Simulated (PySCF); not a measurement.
GeF4, SMILES [F][Ge]([F])([F])[F]. Atoms are numbered in the order given.

```xyz
5

F      0.9803     0.9803    -0.9803
Ge     0.0000     0.0000     0.0000
F     -0.9803     0.9803     0.9803
F     -0.9803    -0.9803    -0.9803
F      0.9803    -0.9803     0.9803
```
Charge 0, spin multiplicity 1.

Coordinates come from a PBE0-D3(BJ)/def2-SVP optimisation. The isomer is the one that the SMILES or the coordinates give; other isomers of the formula were not compared.

These are M06-2X/def2-TZVP in PySCF values and carry that method's errors.

Problem. Estimate the frontier levels, gap, dipole moment and polarisability. (The exact figures need the calculation; the answer reports its results.)

Solution. 
highest occupied level: -14.94 eV
lowest empty level: -0.56 eV
orbital gap: 14.38 eV
dipole moment: 0.00 D
quadrupole, principal values (traceless, Buckingham form, about the centre of nuclear charge): 0.00, 0.00, 0.00 D·Å
mean static polarisability: 22.8 bohr³ (3.37 Å³)
polarisability, principal values: 22.8, 22.8, 22.8 bohr³
